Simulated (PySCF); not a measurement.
# Orbital picture of SrS⁺

r²SCAN at R = 2.582 Å; basis Sr x2c-SVPall, S x2c-SVPall; spin-free X2C with a Gaussian nucleus; PySCF 2.14. State: ²Π (doublet), unpaired electrons π ↑. Only the outer orbitals are listed, counted within each symmetry.

| spin | orbital | occ. | ε (eV) | on Sr (%) | main shells (%) |
| --- | --- | --- | --- | --- | --- |
| α | 10σ | 1 | -48.19 | 100 | 100 Sr s |
| α | 5π | 1 | -29.64 | 100 | 100 Sr p |
| α | 5π | 1 | -29.55 | 100 | 100 Sr p |
| α | 11σ | 1 | -29.47 | 98 | 98 Sr p |
| α | 12σ | 1 | -21.13 | 4 | 95 S s |
| α | 6π | 1 | -11.59 | 8 | 91 S p |
| α | 13σ | 1 | -10.77 | 15 | 83 S p, 9 Sr d |
| α | 6π | 1 | -10.30 | 13 | 87 S p, 10 Sr d |
| α | 14σ | 0 | -6.77 | 99 | 83 Sr s, 14 Sr d |
| α | 2δ | 0 | -5.93 | 100 | 100 Sr d |
| α | 2δ | 0 | -5.93 | 100 | 99 Sr d |
| β | 10σ | 1 | -48.19 | 100 | 100 Sr s |
| β | 5π | 1 | -29.62 | 100 | 100 Sr p |
| β | 5π | 1 | -29.56 | 100 | 100 Sr p |
| β | 11σ | 1 | -29.46 | 98 | 98 Sr p |
| β | 12σ | 1 | -19.73 | 5 | 94 S s |
| β | 13σ | 1 | -10.40 | 17 | 80 S p, 10 Sr d |
| β | 6π | 1 | -9.92 | 15 | 84 S p, 12 Sr d |
| β | 6π | 0 | -9.02 | 20 | 80 S p, 17 Sr d |
| β | 14σ | 0 | -6.71 | 99 | 83 Sr s, 13 Sr d |
| β | 2δ | 0 | -5.89 | 100 | 100 Sr d |

Q: Which are the highest filled and the lowest empty level, where do they sit, and how wide is the gap?

A: Highest filled β 6π at -9.92 eV (in %: 84 S p, 12 Sr d); lowest empty β 6π at -9.02 eV (in %: 80 S p, 17 Sr d); the gap at r²SCAN is 0.90 eV. Both belong to one degenerate shell, split only by its one-sided filling, so this is no excitation gap.

The bond order (Mayer) is 1.24. The ⟨S²⟩ is 0.755, the charge on Sr (Mulliken, basis-dependent) is 1.27 and the charge on Sr (Löwdin, basis-dependent) is 0.93. The dipole moment (positive dipole points towards S; it is taken about the centre of mass and depends on that origin) is -8.59 D.

Spin–orbit coupling is left out. The state is the lowest determinant that a PBE0 search found; another state may lie lower at other levels.
